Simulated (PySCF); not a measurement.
**MeSiCl(SeBu)2 (C9H21ClSe2Si): Computed beside measured shifts**

System: MeSiCl(SeBu)2 (C9H21ClSe2Si), SMILES CCCC[Se][Si](C)(Cl)[Se]CCCC.

Atom-mapped SMILES (hydrogens are numbered by the atom that bears them): [CH3:1][CH2:2][CH2:3][CH2:4][Se:5][Si:6]([CH3:7])([Cl:8])[Se:9][CH2:10][CH2:11][CH2:12][CH3:13]

Level of theory: GIAO PBE0/pcSseg-1, IEF-PCM chloroform, PySCF SCF with an in-house response code, fitting set def2-universal-JFIT up to Ne and JKFIT beyond, grid level 2, non-relativistic, geometry: PBE0-D3(BJ)/def2-SVP.

One optimised conformer. Values are averaged over the atoms that symmetry or fast rotation interchanges, on this one geometry and without vibrational averaging. Shifts are the reference shielding less the shielding here, at the same level (13C, 1H, 29Si against isolated TMS; 77Se against isolated Me2Se); nuclei without a reference have shieldings only.

Spin-orbit coupling is left out, which matters for the heavier atoms here.

Problem. What shifts does this level give for Si6, Se5/9, and how do they compare with measurement?

Solution. 
| atom | nucleus | computed / ppm | measured / ppm | computed less measured | measured against | medium of the measurement |
| --- | --- | --- | --- | --- | --- | --- |
| Si6 | 29Si | 76.8 | 20.3 | 56.5 | TMS | solution |
| Se5/9 | 77Se | -63.5 | -28 | -35.5 | Me2Se | solution |

Measured values: U. Herzog, Habilitationsschrift, TU Bergakademie Freiberg, 2002/2003.
